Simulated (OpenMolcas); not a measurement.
What dynamic correlation does to the levels of neutral phosphorus

| Property | Result |
| --- | --- |
| Program | OpenMolcas |
| Basis | ANO-L-VTZP [5s4p2d1f] |
| Scalar Hamiltonian | non-relativistic, point nucleus |
| Active space | 5 electrons in 4 orbitals (3s 3p) |
| State averaging | 2S+1 = 4 odd, 1 root; 2S+1 = 2 odd, 8 roots; 2S+1 = 4 even, 3 roots |
| Spin-orbit coupling | state interaction with AMFI integrals over the reference wave functions, term energies averaged over their components |

Methods on the same reference wave functions:
A. CASSCF
B. SS-CASPT2, IPEA 0.25 Eh, imaginary shift 0.1 Eh (closed shells correlated: 2s 2p)

Energies in cm-1 above 3s2 3p3 4S* 3/2, the measured ground level; measured values from NIST Handbook of Basic Atomic Spectroscopic Data.

```csv
Level,A,B,Measured
3s2 3p3 4S* 3/2,0.0,0.0,0.0
3s2 3p3 2D* 3/2,15377,12150,11361
3s2 3p3 2D* 5/2,15388,12160,11377
3s2 3p3 2P* 1/2,20738,19280,18723
3s2 3p3 2P* 3/2,20742,19280,18748
3s 3p4 4P 5/2,66269,63050,59535
3s 3p4 4P 3/2,66463,63240,59716
3s 3p4 4P 1/2,66579,63360,59820
```

Deviations, from unrounded energies. A percentage is the sum of absolute deviations over the sum of measured energies, with the sign that they share, or ± where signs differ.

```
                        Against measurement  Levels      A     B
             mean absolute deviation (cm-1)       7   4600  1900
other terms of the ground configuration (%)       4  +20.0  +4.4
                   other configurations (%)       3  +11.3  +5.9
```

B lies closest to measurement on these levels. The largest miss of B in the table is 3s 3p4 4P 1/2, by +3500 cm-1. The ranking rests on the paired levels alone, and a cruder setting can come out closer through cancelling errors.

From A to B the spin-free energies of the other terms of 3s2 3p3 shown, above 4S*, scale by factors of 0.79 to 0.93.

The lowest spin-free term lies below A's lowest term by 0.093 hartree in B.

Term energies are means over components that CASPT2 splits; among the terms shown or strongly mixed into the levels shown the widest spread is 200 cm-1 (3s2 3p3 2D*, B). Terms of s pⁿ other than that of highest spin mix with s² pⁿ⁻² d, which this space lacks; all of them can be thousands of cm-1 off, and some have no real level of that name. Without dynamic correlation excited terms often stand tens of per cent too high (terms of higher spin than the ground term too low), and those without a measured partner can miss by more than the paired ones (holds for A). Measured partners are found by configuration, term and J. A level has none where our copy of the source lacks it or the pairing is in doubt (some pairs that miss far off the trend of their configuration count as doubtful), and it then counts in no deviation. Only configurations of the active space appear.

* marks odd parity.
